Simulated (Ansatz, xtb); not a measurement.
**C2H4F2Sn: which of two conformers lies lower**

Structure a: `FC[CH2][Sn][F]`, a singlet. Structure b: `FC[CH2][Sn][F]`, a singlet. Both are isolated molecules in the gas phase, relaxed with r2SCAN-D4/def2-SVP.

a (Å):

```yaml
atoms:
  - { symbol: C, position_ang: [-1.4580, -0.4086, -1.5058] }
  - { symbol: C, position_ang: [-2.6730, 0.4733, -1.5312] }
  - { symbol: F, position_ang: [-0.5552, -0.0540, -2.5050] }
  - { symbol: F, position_ang: [-5.3220, 1.5691, -0.7726] }
  - { symbol: Sn, position_ang: [-4.2578, 0.0995, -0.0223] }
  - { symbol: H, position_ang: [-1.7225, -1.4711, -1.6663] }
  - { symbol: H, position_ang: [-0.9221, -0.3361, -0.5403] }
  - { symbol: H, position_ang: [-3.1881, 0.4146, -2.5088] }
  - { symbol: H, position_ang: [-2.3962, 1.5364, -1.3976] }
```

b (Å):

```yaml
atoms:
  - { symbol: C, position_ang: [-1.1635, -0.6593, -0.4947] }
  - { symbol: C, position_ang: [-0.4149, -1.0917, 0.7381] }
  - { symbol: F, position_ang: [-1.2590, -1.7107, -1.4057] }
  - { symbol: F, position_ang: [-1.1802, 1.7960, 1.1501] }
  - { symbol: Sn, position_ang: [-0.1997, 0.4988, 2.2665] }
  - { symbol: H, position_ang: [-0.6586, 0.1812, -1.0012] }
  - { symbol: H, position_ang: [-2.1881, -0.3294, -0.2515] }
  - { symbol: H, position_ang: [-0.9178, -1.9531, 1.2191] }
  - { symbol: H, position_ang: [0.6015, -1.4443, 0.4754] }
```

Question: Estimate E(b) − E(a) at the level CCSD(T)/def2-SVP + ΔMP2/def2-TZVPP.

Answer: Calculated at CCSD(T)/def2-SVP + ΔMP2/def2-TZVPP: E(b) − E(a) = −4.60 kJ/mol, so structure b lies lower.

The same difference at several levels:

```csv
level,geometry,E(b) − E(a) (kJ/mol),departure from the last row (kJ/mol),"job, with rough time for the two"
r2SCAN-D4/def2-SVP,r2SCAN-D4/def2-SVP,−8.25,−3.65,"optimisation, 46 s"
HF/def2-SVP,r2SCAN-D4/def2-SVP,−7.87,−3.27,part of the CCSD(T) run
MP2/def2-SVP,r2SCAN-D4/def2-SVP,−8.53,−3.93,part of the CCSD(T) run
CCSD(T)/def2-SVP,r2SCAN-D4/def2-SVP,−8.63,−4.03,single point
CCSD(T)/def2-SVP + ΔMP2/def2-TZVPP,r2SCAN-D4/def2-SVP,−4.60,,"single point, 45 s"
```

The levels shown agree on the order. The largest departure from CCSD(T)/def2-SVP + ΔMP2/def2-TZVPP is that of CCSD(T)/def2-SVP, 4.03 kJ/mol. Levels run at GFN2-xTB geometries aren't shown. The last row adds to CCSD(T) the change of the MP2 difference between the two basis sets, here +4.03 kJ/mol.

With harmonic frequencies from r2SCAN-D4/def2-SVP (ideal gas, rigid rotor, one conformer each, 400 K, 1 atm): on the last row, ΔE + ΔZPE = −4.04 kJ/mol. A mode under 50 cm⁻¹ makes harmonic enthalpies and free energies unreliable, so none is given.

The correlated steps freeze 8 core orbitals; the filled d shell of Sn is correlated, in a basis made for valence electrons. Atoms past krypton carry core potentials in the def2 sets and no spin–orbit term is included. Codes used: Ansatz 0.2.0; the last row on 2 threads of Arm Neoverse V1 on a shared host.
